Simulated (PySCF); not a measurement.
Molecule: `CCc1ccncc1`, C₇H₉N.

Atoms are numbered as in `[CH3:1][CH2:2][c:3]1[cH:4][cH:5][n:6][cH:7][cH:8]1`. Hydrogens are named by the atom that carries them.

Geometry PBE0-D3(BJ)/def2-SVP throughout; GIAO in PySCF, gas phase, one conformer, non-relativistic; equivalent atoms averaged; basis pcSseg-1.

For orientation, BLYP gives these absolute shieldings σ: C3 18.3, C5/C7 21.3, C4/C8 48.2, C2 139.2, C1 153.2, N6 -95.8, H(C4)/H(C8) 24.58, H(C2) 28.91, H(C1) 30.19 ppm.

A run gave: C3 26.1, C5/C7 28.4, C4/C8 56.0, C2 151.4, C1 163.8, N6 -90.1, H(C4)/H(C8) 24.23, H(C2) 28.82, H(C1) 30.10 ppm (absolute shieldings σ).

Q: Which functional was used in that run?
A. B3LYP
B. BP86
C. PBE0
D. B97-D
E. KT3

A: C. C2 tells them apart best: PBE0 gives 151.4, KT3 gives 147.8, BP86 gives 144.7, B3LYP gives 145.0, B97-D gives 144.4 ppm.
